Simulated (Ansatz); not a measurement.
Ansatz (a program for electronic structure) input:
A basis named .json is the Basis Set Exchange file of that set.

Ansatz 0.2 input:
```yaml
crystal:
  periodic: [false, false, false]
  atoms:
    - {symbol: Si, position_ang: [0.07258649, -0.41862332, 0.20538925]}
    - {symbol: O, position_ang: [-0.18230483, 1.05176462, -0.29647378]}
    - {symbol: H, position_ang: [-0.94504931, -1.47873300, -0.25148890]}
    - {symbol: H, position_ang: [1.38727705, -1.07465746, -0.25217031]}
basis:
  gaussian:
    orbitals: def2-QZVPPD.json
    fitting: {mean_field: def2-universal-jkfit, correlation: def2-QZVPPD-RIFIT.json}
total_charge: -1
magnetization: {spin_polarized: true, initial_magnetization: 1}
correlation: {method: mp2, electrons: outside_noble_gas}
```

What final total energy does it print?

-365.41011 Eh (RI-MP2/def2-QZVPPD). The basis has 208 functions.
